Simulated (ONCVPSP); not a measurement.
**What one change does to a pseudopotential (C (Z = 6), ONCV)**

ONCVPSP 4.0.1 input, shortened (lines: element, Z, core and valence counts, functional; n l f; lmax; l rc ep ncon nbas qcut; lloc lpopt rc5 dvloc0; l nproj debl; icmod fcfact rcfact), PBEsol, scalar-relativistic:

```
  C 6.00    1    2  -116133      upf
    1    0    2.00
    2    0    1.75
    2    1    2.25
    2
    0    1.15    0.00    5    8    5.70
    1    2.55    0.00    4    8    5.50
    2    2.70    0.33    4    8    4.00
    4    5    1.00    3.00
    0    2    0.50
    1    2    2.10
    2    1    2.00
    1    0.65    0.00
```

In the s channel the program set the typed energies aside and used -0.506, 0.250 Ha.

All-electron outer shells of the reference configuration (PBEsol, scalar-relativistic, ld1.x):

```
shell  level (eV)  outermost node (bohr)  outermost maximum (bohr)
   1s     -272.29                      –                      0.18
   2s      -13.77                   0.38                      1.22
   2p       -5.35                      –                      1.20
```

Change: all radii but the core radius scaled by about 1.15 (s 1.32, p 2.94, d 3.10 bohr); local potential polynomial inside 1.16 bohr (lpopt 5, dvloc0 3 Ha).

Cutoffs: the cutoffs (Ha) at which the residual kinetic energy of the hardest occupied pseudo-wave falls to 1 and 0.1 mHa per electron; they do not see the model core or the augmentation charge, which bear on the density cutoff. Errors are all-electron minus pseudo energies relative to the spin-unpolarised reference configuration.

Task: How do hardness, ghosts and transferability respond?

Result: The potential gets softer (23 Ha and 93 Ha → 19 Ha and 77 Ha); of the 4 tests that both files solve, the error grows in 4 and shrinks in 0 by more than 15 % and 0.3 meV (median size 66.4 → 96.9 meV); neither file shows a bound ghost. A larger radius leaves more room for a smooth pseudo-wave, so fewer plane waves are needed. More of the atom is replaced by a form fitted at one configuration, so other configurations suffer.

| quantity | base | changed |
| --- | --- | --- |
| cutoff, loose | 23 Ha | 19 Ha |
| cutoff, tight | 93 Ha | 77 Ha |
| loose cutoff by channel | s 23 Ha, p 9.9 Ha | s 19 Ha, p 8.7 Ha |
| bound ghosts | none | none |
| GHOST(+) flags under 300 eV | none | none |
| error for 2s2 2p2, meV [ΔE -2.10 eV] | -1.0 | -1.8 |
| error for 2s2 2p1, meV [ΔE 8.68 eV] | +106 | +156 |
| error for 2s2 2p0, meV [ΔE 32.70 eV] | +718 | +1018 |
| error for 2s1 2p2, meV [ΔE 17.40 eV] | -27 | -38 |
| rms error of d²Exc/dni dnj with the model core, mHa | 1.00 | 0.74 |
